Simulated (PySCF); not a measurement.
WH₄: tetrahedral to square-planar path

All numbers come from PySCF, UPBE0, basis W def2-TZVP with ECP60, H def2-TZVP (scalar-relativistic core potentials, no spin–orbit coupling, density fitting).

Rigid scan from the triplet minimum (W–H 1.704 Å (×4); H–W–H 109.5° (×6)). Coordinate: D2d path, angle between each bond and the S4 axis (54.74 tetrahedral, 90 square planar), bonds fixed. Energies in kJ/mol from the minimum.

(1) Predict the curve at 45.0, 50.0, 54.7, 60.0, 66.0, 72.0, 78.0, 84.0, 90.0.

Results:

(1) 
```csv
angle of the bonds to the S4 axis (°),E (kJ/mol),⟨S²⟩
45.0,25.3,2.03
50.0,6.3,2.02
54.7,0.0,2.02
60.0,9.1,2.02
66.0,45.3,2.03
72.0,113.3,2.05
78.0,212.4,2.13
84.0,330.8,2.40
90.0,441.4,2.71
```

With the bonds held, the square planar shape lies 441.4 kJ/mol from the minimum.

Spin contamination is strong at 84.0, 90.0, so these points are less reliable.

With open d or f shells other occupations or spin states may lie lower. Spin–orbit coupling, left out here, can matter for elements this heavy.

Other isomers or separated fragments may lie lower.
